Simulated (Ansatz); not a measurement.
Geometry optimisation, Ansatz, RKS BLYP-D4/6-31G*.

The input (input.yaml):

```yaml
crystal:
  periodic: [false, false, false]
  atoms:
    - { symbol: B, position_ang: [-0.1694, 2.1298, -1.1646] }
    - { symbol: C, position_ang: [0.6688, 1.0448, -0.476] }
    - { symbol: C, position_ang: [0.0853, -0.3709, -0.7111] }
    - { symbol: Si, position_ang: [1.4343, -1.6442, -0.1175] }
    - { symbol: B, position_ang: [-1.2825, -0.6358, 0.0245] }
    - { symbol: Al, position_ang: [-3.00782, -1.33488, -0.94518] }
    - { symbol: H, position_ang: [-1.3118, 2.343, -0.8373] }
    - { symbol: H, position_ang: [0.2866, 2.8781, -2.0241] }
    - { symbol: H, position_ang: [0.758, 1.2914, 0.6516] }
    - { symbol: H, position_ang: [1.6933, 1.1206, -0.8906] }
    - { symbol: H, position_ang: [-0.0382, -0.5432, -1.7646] }
    - { symbol: H, position_ang: [1.6414, -1.4651, 1.3386] }
    - { symbol: H, position_ang: [2.5673, -1.4669, -0.8768] }
    - { symbol: H, position_ang: [0.7979, -2.9919, -0.3319] }
    - { symbol: H, position_ang: [-1.34754, -0.51325, 1.19061] }
    - { symbol: H, position_ang: [-4.33819, -1.64949, -0.12153] }
    - { symbol: H, position_ang: [-2.98628, -1.55837, -2.53911] }
basis:
  gaussian: { orbitals: "6-31G*" }
hamiltonian:
  xc: blyp
  dispersion: d4
relax:
  f_tol: 0.015
  max_steps: 40
```

Launched with:

```bash
$ ansatz run input.yaml --threads 2 --pin off --max-ram 3072MiB --backend cpu --events-out ev --progress --plain --runs-dir out
```

Task: Where does it end, and by what steps?

Result: The forces met the threshold. After 35 steps the energy has fallen by 1.099 eV; H8 moved furthest, 1.66 Å. Joined: B1–C3, B1–B5, B5–H7.

```
step  energy less start (eV)  largest force component (eV/Å)  accepted
   0                  0.0000                           3.381       yes
   2                 -0.4644                           0.328       yes
   4                 -0.5074                           0.147       yes
   6                 -0.5471                           0.305       yes
   8                 -0.5822                           0.193       yes
  10                 -0.6243                           0.317       yes
  12                 -0.6431                           0.293       yes
  14                 -0.6732                           0.189       yes
  16                 -0.7437                           0.335       yes
  18                 -0.9590                           0.656       yes
  20                 -1.0474                           0.514       yes
  22                 -1.0668                           0.161       yes
  24                 -1.0797                           0.095       yes
  26                 -1.0848                           0.199       yes
  28                 -1.0902                           0.133       yes
  30                 -1.0972                           0.040       yes
  32                 -1.0982                           0.023       yes
  34                 -1.0985                           0.017       yes
  35                 -1.0985                           0.010       yes
```

```xyz
17
Properties=species:S:1:pos:R:3
B -0.512 1.386 -0.846
C 0.974 1.307 -0.453
C 0.347 -0.104 -0.919
Si 1.245 -1.547 -0.068
B -1.182 -0.193 -0.169
Al -2.879 -1.006 -1.159
H -1.366 1.179 0.095
H -0.975 1.804 -1.866
H 1.269 1.277 0.602
H 1.747 1.721 -1.109
H 0.408 -0.261 -2.006
H 1.519 -1.204 1.356
H 2.541 -1.760 -0.788
H 0.449 -2.809 -0.142
H -1.022 -0.466 1.001
H -4.377 -0.471 -0.915
H -2.734 -2.220 -2.208
```

Whether the end is a true minimum wasn't checked by a vibrational analysis.

Run time: 3.9 min on 2 threads of Arm Neoverse N1, on a shared host, peak memory 0.18 GiB.
